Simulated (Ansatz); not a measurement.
Program: Ansatz. Geometries: PBE0-D4/def2-TZVP. ΔE: electronic, gas phase. CBS: MP2 limit from def2 TZ/QZ plus the TZ coupled-cluster correction, frozen cores. Functionals use def2-TZVPP. For Zn outer-core shells are correlated without core-valence functions, which leaves a few kJ/mol of doubt a bond. Scalar relativity is left out up to krypton. One conformer a species, not always the lowest.

Consider the isomerisation: `CC[C](=O)[ZnH]` → `[ZnH][CH2]C1CO1`.

| level | ΔE (kJ/mol) |
| --- | --- |
| r2SCAN-D4 | 74.0 |
| PBE0-D4 | 69.4 |
| ωB97X-V | 69.5 |
| ωB97M-V | 73.3 |
| MP2/def2-TZVPP | 65.4 |
| SCS-MP2/def2-TZVPP | 73.0 |
| CCSD(T)/def2-TZVPP | 74.9 |
| HF/CBS(def2) | 98.9 |

Q: What does CCSD(T)/CBS give? (Estimate.)

A: The calculation gave: +75.5 kJ/mol. The listed levels differ from it by -1.5, -6.1, -6.0, -2.2, -10.1, -2.5, -0.6, 23.4 kJ/mol.

Largest T1 diagnostic among the species: 0.016.

In def2-TZVPP, CCSD(T) changes the Hartree–Fock value by −23.4 kJ/mol (the triples alone add −0.6 kJ/mol) and MP2 by −32.8 kJ/mol. From PBE to PBE0 (25 % exact exchange), in def2-TZVPP and without D4, ΔE moves by −8.2 kJ/mol.
